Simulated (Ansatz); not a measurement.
Molecule: CH4BS2, net charge 0, doublet state. It need not be the lowest isomer of its formula. 
Structure (B3LYP-D3(BJ)/def2-TZVP (Ansatz, a quantum-chemistry and plane-wave program) minimum search):
```
B
C 1 1.5158
H 2 1.0840 1 122.94
H 2 1.0846 3 114.56 1 180.00
S 1 1.8138 2 123.17 3 0.00
H 5 1.3437 1 97.56 2 0.00
S 1 1.8150 2 117.37 3 180.00
H 7 1.3442 1 99.11 2 180.00
```
Charge 0, spin multiplicity 2.

Atomisation energy built up term by term with Ansatz (kcal/mol; UHF references for open shells; valence terms freeze the core; atomic spin-orbit terms are left out). CBS marks a two-point X^-3 extrapolation of the correlation energy; Hartree-Fock from the larger set.

```csv
term,basis,kcal/mol
Hartree-Fock,aug-cc-pV(Q+d)Z,498.77
CCSD correlation,"CBS(aug-cc-pV(T+d)Z,aug-cc-pV(Q+d)Z)",152.72
(T),"CBS(aug-cc-pV(T+d)Z,aug-cc-pV(Q+d)Z)",12.08
core correlation,cc-pwCVTZ,3.09
scalar relativity (X2C),cc-pVTZ-DK against cc-pVTZ,-1.00
sum: De,,665.7
```

(T) makes 1.8 % of the CCSD(T) atomisation energy; under 5 % is typical of single-reference molecules.
